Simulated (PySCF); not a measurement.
**Multinuclear NMR of C$_{3}$H$_{11}$NOSi$_{4}$**

Geometry:
```csv
atom,x (Å),y (Å),z (Å)
C1,-0.829,-2.400,1.341
O2,-0.578,-1.039,1.510
Si3,-0.967,0.220,0.544
C4,-2.824,0.196,0.289
N5,-3.958,0.183,0.107
Si6,0.095,2.092,1.469
Si7,1.361,2.298,-0.515
Si8,0.270,0.417,-1.477
C9,1.447,-1.058,-1.781
H10,-0.462,-2.923,2.225
H11,-1.900,-2.587,1.230
H12,-0.312,-2.780,0.456
H13,0.807,1.949,2.744
H14,-0.830,3.206,1.716
H15,1.223,3.576,-1.226
H16,2.819,2.166,-0.370
H17,-0.454,0.583,-2.752
H18,1.954,-1.337,-0.861
H19,2.213,-0.813,-2.512
H20,0.920,-1.938,-2.144
```

Method: GFN2-xTB geometry, shieldings: GIAO PBE0/pcSseg-1, in PySCF 2.14 (one computed conformer, rapidly exchanging positions averaged, non-relativistic, in vacuum).

Problem. What are the 29Si shifts?

Solution. 
| atoms | environment | σ (ppm) | δ (ppm) |
| --- | --- | --- | --- |
| Si3 | silicon bonded to C, O, 2 Si, in a 4-membered ring | 349.1 | -7.0 |
| Si8 | silicon bonded to C, 2 Si, H, in a 4-membered ring | 385.5 | -36.9 |
| Si6 | silicon bonded to 2 Si, 2 H, in a 4-membered ring | 435.6 | -78.1 |
| Si7 | silicon bonded to 2 Si, 2 H, in a 4-membered ring | 455.2 | -94.2 |

Shieldings were converted by a linear fit to measured shifts: 29Si: δ = 279.94 − 0.822σ (rms 8.9 ppm, 72 shifts, 25.8 ppm with the 6 outliers that the fit left out vs TMS, solution or neat liquid). A few per cent of atoms miss by over 2 rms, more outside the fitted compound classes.

On a 400 MHz spectrometer 29Si resonates near 79.5 MHz, so 1 ppm is 79.5 Hz.

Problem. What are the 15N shifts?

Solution. 
```csv
atoms,environment,σ (ppm),δ (ppm)
N5,nitrile nitrogen,-103.6,-52.6
```

Shieldings were converted by a linear fit to measured shifts: 15N: δ = -148.07 − 0.921σ (rms 6.3 ppm, 71 shifts vs CH3NO2, solution or neat liquid). A few per cent of atoms miss by over 2 rms, more outside the fitted compound classes.

On a 300 MHz spectrometer 15N resonates near 30.4 MHz, so 1 ppm is 30.4 Hz.

Problem. Predict the 17O NMR data.

Solution. 
```json
{"atoms": "O2", "environment": "oxygen bonded to C, Si", "σ (ppm)": "329.0", "δ (ppm)": "-33.0"}
```

Shieldings were converted by a linear fit to measured shifts: 17O: δ = 266.70 − 0.911σ (rms 10.7 ppm, 155 shifts, 12.2 ppm with the 3 outliers that the fit left out vs liquid water, solution or neat liquid). A few per cent of atoms miss by over 2 rms, more outside the fitted compound classes.

On a 400 MHz spectrometer 17O resonates near 54.2 MHz, so 1 ppm is 54.2 Hz.
